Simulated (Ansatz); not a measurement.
Reaction (ligand exchange at the Si–O bond): `[SiH3][O][Cd][O][SiH3]` + `[NH2][AlH][Cl]` → `[SiH3][NH][AlH][Cl]` + `[OH][Cd][O][SiH3]`

Gas-phase electronic energies from Ansatz, PBE0-D4/def2-TZVP geometries. CBS: MP2 limit from def2 TZ/QZ plus the TZ coupled-cluster correction, frozen cores. DFT in def2-TZVPP. B3LYP here is the variant with VWN-RPA as its local correlation; programs differ in this. HSE06 is defined as in plane-wave codes. def2 core potentials past Kr. For Cd outer-core shells are correlated without core-valence functions, which leaves a few kJ/mol of doubt a bond. One conformer a species, not always the lowest.

`[SiH3][O][Cd][O][SiH3]`:

Cartesian coordinates in Å:
```
Si -3.116 0.458 0.215
O -2.029 -0.376 -0.663
Cd -0.109 -0.668 -0.538
O 1.786 -1.108 -0.531
Si 3.139 -0.314 -0.099
H -2.777 1.911 0.282
H -3.191 -0.036 1.622
H -4.456 0.313 -0.412
H 3.102 0.108 1.333
H 3.342 0.922 -0.912
H 4.309 -1.210 -0.298
```

`[NH2][AlH][Cl]`:

Z-matrix (Å, degrees):
```
N
Al 1 1.756
H 1 1.007 2 125.0
H 1 1.007 2 124.3 3 180.0
Cl 2 2.098 1 117.5 3 0.0
H 2 1.570 1 121.9 3 -180.0
```

`[SiH3][NH][AlH][Cl]`:

```xyz
9

Si    1.099   -0.771   -0.477
N     0.177    0.635   -0.066
Al   -1.442    0.830    0.624
Cl   -2.561   -0.880    1.073
H     1.445   -0.791   -1.926
H     2.378   -0.826    0.283
H     0.282   -1.964   -0.151
H     0.656    1.508   -0.256
H    -2.033    2.260    0.896
```

`[OH][Cd][O][SiH3]`:

Cartesian coordinates in Å:
```
O -1.558 3.052 -0.481
Cd -0.554 1.474 0.082
O 0.410 -0.049 0.831
Si 0.685 -1.575 0.350
H -1.324 3.338 -1.368
H -0.581 -2.356 0.207
H 1.376 -1.628 -0.974
H 1.546 -2.257 1.353
```

Problem. Is it downhill or uphill in electronic energy at CCSD(T)/CBS, and by how much? (Estimate.)

Solution. The calculation gave: Uphill: ΔE = +53.3 kJ/mol.

Problem. What do these levels give: LDA (SPW92), PBE-D4, r2SCAN-D4, B97M-V, B3LYP-D4, r2SCANh-D4, HSE06-D4, BHLYP-D4, CAM-B3LYP-D4, PBE, HF/def2-TZVPP, CCSD/CBS(def2)? (An estimate is asked.)

Solution. Ansatz gave: LDA (SPW92) 44.2, PBE-D4 44.8, r2SCAN-D4 53.4, B97M-V 56.1, B3LYP-D4 54.2, r2SCANh-D4 54.6, HSE06-D4 50.1, BHLYP-D4 61.0, CAM-B3LYP-D4 58.1, PBE 46.7, HF/def2-TZVPP 73.3, CCSD/CBS(def2) 55.9 kJ/mol.

Largest T1 diagnostic among the species: 0.016.

From PBE to PBE0 (25 % exact exchange), in def2-TZVPP and without D4, ΔE moves by +5.3 kJ/mol. The D4 term adds −3.0 kJ/mol with B3LYP and −1.6 kJ/mol with PBE0; it sums over pairs of atoms, weighted by their polarisabilities, and B3LYP, whose exchange is more repulsive, gets the larger term. In def2-TZVPP, CCSD(T) changes the Hartree–Fock value by −17.1 kJ/mol (the triples alone add −2.5 kJ/mol) and MP2 by −17.6 kJ/mol.
